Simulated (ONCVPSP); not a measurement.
V (Z = 23): one change to an ONCV potential, before and after

```json
{
 "Element": "vanadium (V)",
 "Generator": "ONCVPSP 4.0.1",
 "Type": "optimised norm-conserving Vanderbilt (ONCV)",
 "Functional": "PW91",
 "Relativity": "scalar-relativistic",
 "Frozen core": "[Ar]",
 "Valence charge": "5",
 "Reference configuration": "3d3 4s1 4p1",
 "Partial waves": "4s: rc 3.00 bohr, ncon 3, nbas 7, qcut 1.7 1/bohr, 1 projector; 4p: rc 3.00 bohr, ncon 4, nbas 7, qcut 2.2 1/bohr, 2 projectors, debl 0.3 Ha; 3d: rc 1.70 bohr, ncon 3, nbas 7, qcut 8.6 1/bohr, 1 projector",
 "Local potential": "polynomial inside 1.70 bohr (lpopt 5, dvloc0 1 Ha)",
 "Core correction": "Teter function, fcfact 2.5, rcfact 1.4"
}
```

Change: d: qcut 5.9.

Cutoffs: the cutoffs (Ha) at which the residual kinetic energy of the hardest occupied pseudo-wave falls to 1 and 0.1 mHa per electron; they do not see the model core or the augmentation charge, which bear on the density cutoff. Errors are all-electron minus pseudo energies relative to the spin-unpolarised reference configuration.

**Question.** What does the change do?

**Answer.** Both files keep a bound ghost (s); of the 3 tests that both files solve, the error grows in 1 and shrinks in 0 by more than 15 % and 0.3 meV (median size 4.8 → 5.6 meV).

| quantity | base | changed |
| --- | --- | --- |
| cutoffs, loose and tight | 29 Ha, 33 Ha | not determined |
| bound ghosts | s | s |
| GHOST(+) flags under 300 eV | none | none |
| tests with a reliable result | 3 of 4 | 3 of 4 |
| error for 3d3 4s2 4p0, meV [ΔE -3.36 eV] | -3.4 | -3.0 |
| error for 3d3 4s1 4p0, meV [ΔE 4.42 eV] | +4.8 | +5.6 |
| error for 3d3 4s0 4p0, meV [ΔE 18.75 eV] | -30 | -28 |
| s: phases at 3.05 bohr within 0.05 rad from the reference energy up to (Ha; the scan ends near 5) | -0.1 | -0.1 |
| p: phases at 3.05 bohr within 0.05 rad from the reference energy up to (Ha; the scan ends near 5) | n/a | n/a |
| d: phases at 1.73 bohr within 0.05 rad from the reference energy up to (Ha; the scan ends near 5) | 0.8 | 0.6 |
| rms error of d²Exc/dni dnj with the model core, mHa | 9.35 | 9.00 |

 A true bound ghost makes a file unfit for plane-wave use even where its test errors are small: the radial tests pick states by their node count and pass the ghost by.
